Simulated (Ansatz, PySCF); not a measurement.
Reaction R1 → P1, each structure at its B3LYP-D3(BJ)/def2-TZVP stationary point, reached from a drawn start; harmonic modes at that level show minima.
R1, CH2O2 (SMILES O=CO) (charge 0, multiplicity 1):
```xyz
5

C     -0.39791    -0.11935     0.07867
O     -0.40093    -0.12025     1.27537
O      0.65623     0.19689    -0.69266
H     -1.25467    -0.37639    -0.55707
H      1.39717     0.41911    -0.10420
```
P1, CH2O2 (SMILES O=CO) (charge 0, multiplicity 1):
```xyz
5

C     -0.22190    -0.06658     0.36398
O     -0.22561    -0.06772     1.55392
O      0.87089     0.26128    -0.35852
H     -1.09704    -0.32911    -0.25633
H      0.67367     0.20214    -1.30296
```

P less R. No zero-point or thermal terms.

Correlated levels freeze the cores. CBS: X⁻³ extrapolation of the correlation energy, Hartree–Fock from the larger set.

Run with Ansatz (Gaussian orbitals); PySCF for the D3/D4 terms. All values are computed, each at the level named.

PBE/def2-TZVPP gives 169.9 meV for the reaction energy.

Task: Where do these levels fall relative to PBE: PBE-D3(BJ)/def2-TZVPP, r2SCAN/def2-TZVPP, B3LYP/def2-TZVPP, wB97M-V/def2-TZVPP, B2PLYP/def2-TZVPP, MP2/CBS(cc-pVTZ, cc-pVQZ), CCSD(T)/cc-pVQZ.

Result: PBE-D3(BJ)/def2-TZVPP 0.5; r2SCAN/def2-TZVPP 7.0; B3LYP/def2-TZVPP 10.5; wB97M-V/def2-TZVPP 19.5; B2PLYP/def2-TZVPP 17.6; MP2/CBS(cc-pVTZ, cc-pVQZ) 18.2; CCSD(T)/cc-pVQZ 16.7 meV. 7 of 7 lie above PBE; the widest gap is to wB97M-V/def2-TZVPP.

Ansatz is a first-principles code.
